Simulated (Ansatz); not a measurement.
Relaxation of AlF2H5OSi (10 atoms, charge 0, multiplicity 1), to a largest force component of 0.03 eV/Å in at most 50 steps.

Method: RKS PBE-D4/def2-SVP (Ansatz).

```xyz
10
Properties=species:S:1:pos:R:3
Al 0.018 0.553 -0.416
H -0.124 0.043 2.287
F 1.456 -0.212 -0.762
O -1.458 -0.095 -0.931
Si -2.659 -1.254 -0.823
H -2.234 -2.328 0.147
H -3.928 -0.623 -0.324
H -2.904 -1.868 -2.173
F 0.093 2.049 0.344
H 0.035 0.674 1.967
```

Question: Where does it end, and by what steps?

Answer: The run converged. The force dipped under the threshold on the way, but the program's further checks kept it going. After 16 steps the energy has fallen by 0.182 eV; O4 moved furthest, 0.58 Å.

| step | energy less start (eV) | largest force component (eV/Å) | accepted |
| --- | --- | --- | --- |
| 0 | 0.0000 | 1.683 | yes |
| 1 | -0.0691 | 0.845 | yes |
| 2 | -0.1229 | 0.685 | yes |
| 3 | -0.1474 | 0.247 | yes |
| 4 | -0.1538 | 0.146 | yes |
| 5 | -0.1573 | 0.100 | yes |
| 6 | -0.1594 | 0.087 | yes |
| 7 | -0.1653 | 0.065 | yes |
| 8 | -0.1694 | 0.111 | yes |
| 9 | -0.1701 | 0.204 | yes |
| 10 | -0.1730 | 0.091 | yes |
| 11 | -0.1792 | 0.056 | yes |
| 12 | -0.1808 | 0.028 | yes |
| 13 | -0.1800 | 0.129 | no |
| 14 | -0.1814 | 0.075 | yes |
| 15 | -0.1811 | 0.056 | no |
| 16 | -0.1817 | 0.010 | yes |

```xyz
10
Properties=species:S:1:pos:R:3
Al 0.013 0.567 -0.222
H 0.168 -0.055 1.883
F 1.509 -0.053 -0.617
O -1.376 -0.371 -0.429
Si -2.711 -1.301 -0.761
H -2.703 -2.528 0.110
H -3.967 -0.518 -0.485
H -2.708 -1.725 -2.204
F -0.093 2.202 0.107
H 0.164 0.720 1.932
```

Whether the end is a true minimum wasn't checked by a vibrational analysis.

Time of the run: 38 s on 2 threads of Arm Neoverse V1, on a shared host, peak memory 0.15 GiB.
